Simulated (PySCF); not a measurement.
HgBr, SMILES [Hg+][Br], charge +1. Atoms are numbered in the order given.

```xyz
2

Hg     0.0000     0.0000    -0.7232
Br     0.0000     0.0000     1.6530
```
Charge +1, spin multiplicity 1.

Coordinates come from a PBE0-D3(BJ)/def2-TZVP optimisation. The spin state was assumed, not searched. The def2 effective core potentials stand for the cores of Hg; spin–orbit coupling is left out.

Vertical ionisation energy (IE) and electron affinity (EA) in eV. Rows of orbital energies are one-electron estimates. Where ΔSCF, EOM or ADC give a negative EA the extra electron is unbound and the value depends on the basis.

| level | IE | EA |
|---|---|---|
| −ε(HOMO), −ε(LUMO), HF/def2-TZVPD (PySCF) | 16.81 | 7.74 |
| −ε(HOMO), −ε(LUMO), r2SCAN/def2-TZVPD (PySCF) | 13.42 | 11.95 |
